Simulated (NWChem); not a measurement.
Molecule: CH6ClNOSi; SMILES C[Si@](N)(O)Cl

```xyz
11

C      1.7020     1.0178     0.1744
Si    -0.0266     0.3463     0.0655
N     -0.8436     1.0816    -1.2562
O     -0.9326     0.5641     1.4381
Cl     0.1184    -1.7232    -0.0838
H      2.2844     0.7642    -0.7250
H      2.2196     0.5818     1.0419
H      1.6966     2.1131     0.2879
H     -1.7759     0.7633    -1.5015
H     -0.3173     1.3056    -2.0942
H     -1.3704     1.4193     1.4892
```
Atoms are numbered in this order, from 1.

All runs: NWChem. STO-3G and 3-21G are far too small for this property and stand as cheap habits. Coordinates come from a PBE0/def2-SVP optimisation. GIAO values for the isolated, static molecule; σ is the absolute isotropic shielding, δ = σ(reference) − σ with the isolated reference molecule computed at the same levels (1H: tetramethylsilane, 15N: ammonia, 17O: water, 29Si: tetramethylsilane).

| level | δ Si2 (ppm) | δ N3 (ppm) | δ O4 (ppm) | σ Cl5 (ppm) | δ H6 (rotor mean) (ppm) | δ H9 (ppm) | δ H10 (ppm) |
|---|---|---|---|---|---|---|---|
| Hartree-Fock/STO-3G | ___ | ___ | ___ | ___ | ___ | ___ | ___ |
| BHandHLYP/pcSseg-1 | -2.5 | 37.4 | 58.2 | 893.3 | 0.28 | 0.89 | 0.85 |
| KT2/pcSseg-1 | 2.6 | 43.9 | 69.8 | 855.3 | 0.26 | 0.83 | 0.83 |
| PBE/pcSseg-1 | 1.8 | 46.1 | 72.9 | 847.9 | 0.25 | 0.76 | 0.78 |

Task: What belongs in the gaps?

Result: 
- Hartree-Fock/STO-3G, δ Si2 (ppm): 18.8
- Hartree-Fock/STO-3G, δ N3 (ppm): -33.8
- Hartree-Fock/STO-3G, δ O4 (ppm): -79.3
- Hartree-Fock/STO-3G, σ Cl5 (ppm): 1206.8
- Hartree-Fock/STO-3G, δ H6 (rotor mean) (ppm): 0.58
- Hartree-Fock/STO-3G, δ H9 (ppm): -0.81
- Hartree-Fock/STO-3G, δ H10 (ppm): -0.81
